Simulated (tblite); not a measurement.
Species: C₅H₃AlBrF₃.
Numbering: `[F:1][C:2]([F:3])=[C:4]([F:5])[C:6]#[C:7][CH2:8][AlH:9][Br:10]` (hydrogens: H11, H12 on C8; H13 on Al9)

Computed with GFN2-xTB (tblite), gas phase: L-BFGS steps from a force-field or distance-geometry start until the largest atomic force falls under 0.01 eV/Å.

Step 18: E = -858.5291 eV
```
atom  x, y, z in Å  |  force x, y, z in eV/Å
F1     -4.3957    0.8294   -0.0342    0.002   0.000  -0.006
C2     -3.1698    0.3450    0.0820   -0.002   0.009  -0.005
F3     -3.1218   -0.6250    0.9897   -0.025   0.029   0.006
C4     -2.0911    0.7459   -0.5969    0.001  -0.001  -0.009
F5     -2.2154    1.7230   -1.5188    0.034  -0.031   0.048
C6     -0.8203    0.1737   -0.3993   -0.074   0.023  -0.039
C7      0.2469   -0.3645   -0.2346    0.007  -0.012   0.002
C8      1.5034   -1.0199   -0.0093    0.005   0.044   0.000
Al9     3.0209    0.2454   -0.3930   -0.005   0.037  -0.002
Br10    5.1475   -0.4823   -0.4524    0.023   0.004   0.003
H11     1.5131   -1.4007    1.0228    0.040  -0.013   0.034
H12     1.5681   -1.9041   -0.6618    0.014  -0.050  -0.040
H13     2.8097    1.7346   -0.6730   -0.020  -0.037   0.008
```

Step 19: E = -858.5296 eV
```
atom  x, y, z in Å  |  force x, y, z in eV/Å
F1     -4.3965    0.8303   -0.0370    0.006   0.015  -0.014
C2     -3.1707    0.3463    0.0829   -0.008   0.007  -0.008
F3     -3.1287   -0.6219    0.9929   -0.002   0.029  -0.004
C4     -2.0904    0.7449   -0.5953   -0.008  -0.005   0.002
F5     -2.2107    1.7229   -1.5168    0.019  -0.031   0.046
C6     -0.8200    0.1720   -0.3985   -0.071   0.010  -0.028
C7      0.2465   -0.3683   -0.2361    0.008  -0.009  -0.004
C8      1.5041   -1.0222   -0.0132    0.016   0.043   0.004
Al9     3.0210    0.2470   -0.3926   -0.012   0.045  -0.019
Br10    5.1482   -0.4806   -0.4510    0.014   0.009   0.005
H11     1.5168   -1.3982    1.0207    0.039  -0.020   0.036
H12     1.5689   -1.9096   -0.6620    0.013  -0.031  -0.034
H13     2.8071    1.7380   -0.6729   -0.014  -0.062   0.016
```

Question: Estimate the geometry and energy of step 20. (The exact step hangs on the optimiser's Hessian estimate; all steps are aligned on step 19, rigid shifts and turns removed.)

Answer: E = -858.5301 eV, largest force 0.068 eV/Å
```
atom  x, y, z in Å  |  force x, y, z in eV/Å
F1     -4.3972    0.8316   -0.0399    0.002   0.029  -0.020
C2     -3.1718    0.3476    0.0836   -0.015   0.005  -0.008
F3     -3.1350   -0.6186    0.9957    0.015   0.021  -0.005
C4     -2.0899    0.7438   -0.5936   -0.015  -0.009   0.011
F5     -2.2060    1.7222   -1.5143    0.002  -0.014   0.027
C6     -0.8204    0.1702   -0.3979   -0.037  -0.017  -0.010
C7      0.2459   -0.3718   -0.2378    0.005  -0.005  -0.006
C8      1.5049   -1.0239   -0.0169    0.020   0.023   0.007
Al9     3.0209    0.2493   -0.3927   -0.012   0.027  -0.028
Br10    5.1490   -0.4789   -0.4495    0.000   0.017   0.007
H11     1.5209   -1.3961    1.0192    0.036  -0.018   0.019
H12     1.5699   -1.9151   -0.6624    0.011   0.005  -0.014
H13     2.8045    1.7402   -0.6724   -0.011  -0.064   0.019
```

The energy changes by -0.0005 eV. The first-order estimate −F·Δx gives -0.0007 eV and the mean of the old and new forces, exact on a quadratic surface, -0.0005 eV. The step makes an angle of 74° with the force vector and moves no atom by more than 0.008 Å.

What follows is the cost of the whole relaxation. Time: 3.2 s wall, 2.5 s CPU. Hardware: Intel Xeon at 2.50 GHz, one thread, shared host.
